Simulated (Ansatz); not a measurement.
Reaction (redistribution): `CN[SiH2][SeH]` + `F[Si](F)(F)CS` → `SC[SiH2][SeH]` + `CN[Si](F)(F)F`

Program: Ansatz. Geometries: PBE0-D4/def2-TZVP. ΔE: electronic, gas phase. CCSD(T)/CBS is the MP2 limit (def2-TZVPP, def2-QZVPP) plus CCSD(T) − MP2 in def2-TZVPP, frozen cores. Functionals use def2-TZVPP. For Se outer-core shells are correlated without core-valence functions, which leaves a few kJ/mol of doubt a bond. Scalar relativity is left out up to krypton. One conformer a species, not always the lowest.

```
        species  ωB97X-V energy (Eh)
`CN[SiH2][SeH]`          -2787.91507
`F[Si](F)(F)CS`          -1027.30294
`SC[SiH2][SeH]`          -3130.68065
`CN[Si](F)(F)F`           -684.54183
```

(1) Work out ΔE.

Largest T1 diagnostic among the species: 0.011.

## Answers

(1) ΔE = (-3130.68065) + (-684.54183) − (-2787.91507) − (-1027.30294) = -0.00447 Eh = -11.7 kJ/mol. CCSD(T)/CBS gives -14.0 kJ/mol.

From PBE to PBE0 (25 % exact exchange), in def2-TZVPP and without D4, ΔE moves by −3.6 kJ/mol.
